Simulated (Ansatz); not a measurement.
`C[SiH](F)O[SiH2]O` + HCl → `C[SiH](F)Cl` + `O[SiH2]O`  (ligand exchange at the Si–O bond)

Gas-phase electronic energies from Ansatz, PBE0-D4/def2-TZVP geometries. CCSD(T)/CBS adds triple-zeta CCSD(T) − MP2 to the extrapolated MP2 energy (def2 sets, frozen cores). This one scheme is used for every species. DFT in def2-TZVPP. One conformer a species, not always the lowest.

CCSD(T)/CBS gives +0.26 eV.

Q: Another level gave +0.23 eV. Which?
A. HF/def2-TZVPP
B. ωB97M-V/def2-TZVPP
C. SCS-MP2/def2-TZVPP
D. PBE-D4/def2-TZVPP

A: B. ωB97M-V 0.23, HF/def2-TZVPP 0.33, SCS-MP2/def2-TZVPP 0.28, PBE-D4 0.14 eV.

Largest T1 diagnostic among the species: 0.011.

In def2-TZVPP, CCSD(T) changes the Hartree–Fock value by −0.03 eV (the triples alone add −0.02 eV) and MP2 by −0.08 eV. The D4 term adds +0.07 eV with B3LYP and +0.05 eV with PBE0; it sums over pairs of atoms, weighted by their polarisabilities, and B3LYP, whose exchange is more repulsive, gets the larger term.

B3LYP here is the variant with VWN-RPA as its local correlation; programs differ in this.
